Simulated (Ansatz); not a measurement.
`[OH][Al]([Cl])[CH2][SiH3]` + HBr → `[OH][Al]([Cl])[Br]` + `C[SiH3]` at 700 K and 1 bar (ligand exchange at the Al–C bond).

Isolated molecules relaxed with PBE0-D4/def2-TZVP in Ansatz; ΔE leaves out vibrations. CCSD(T)/CBS is the MP2 limit (def2-TZVPP, def2-QZVPP) plus CCSD(T) − MP2 in def2-TZVPP, frozen cores. This one scheme is used for every species. For Br outer-core shells are correlated without core-valence functions, which leaves a few kJ/mol of doubt a bond. Scalar relativity is left out up to krypton. One conformer a species, not always the lowest.

| species | CCSD(T)/CBS energy (Eh) | H − E (kJ/mol) | S (J/(mol·K)) |
| --- | --- | --- | --- |
| `[OH][Al]([Cl])[CH2][SiH3]` | -1107.85855 | 266.9 | 531.2 |
| HBr | -2573.91920 | 36.5 | 223.7 |
| `[OH][Al]([Cl])[Br]` | -3351.09145 | 97.3 | 410.7 |
| `C[SiH3]` | -330.73916 | 210.8 | 332.0 |

H − E and S are ideal-gas, rigid-rotor, harmonic terms from PBE0-D4/def2-TZVP, for one conformer and one mirror image of each species. 1 Eh = 2625.50 kJ/mol, R = 8.31446 J/(mol·K).

Problem. By hand: ΔE, ΔH, ΔS and ΔG.

Solution. ΔE = (-3351.09145) + (-330.73916) − (-1107.85855) − (-2573.91920) = -0.05286 Eh = -138.8 kJ/mol. Δ(H − E) = 97.3 + 210.8 − 266.9 − 36.5 = 4.7, so ΔH = -134.1 kJ/mol. ΔS = 410.7 + 332.0 − 531.2 − 223.7 = -12.2 J/(mol·K). ΔG = -134.1 − 700 × (-12.2)/1000 = -125.6 kJ/mol.

Problem. By hand: the equilibrium constant, and the temperature at which ΔG would vanish if ΔH and ΔS stayed fixed.

Solution. log₁₀ K = −ΔG/(RT ln 10) = 9.4. ΔG = 0 at ΔH/ΔS = 10992 K, far beyond where these terms or the molecules hold.

The number of gas molecules stays the same, so ΔS is small and ΔH decides. A doubt of 5 kJ/mol in ΔE shifts log₁₀ K by 0.4 here. Other conformers and mirror images would add mixing entropy, several J/(mol·K) or more a flexible species. Modes under 60 cm⁻¹, often nearly free rotors, make the harmonic entropy too high. These are equilibria of isolated gas molecules and say nothing of rates. Largest T1 diagnostic: 0.011 (customary marks: 0.02 for closed shells, 0.045 for open ones).
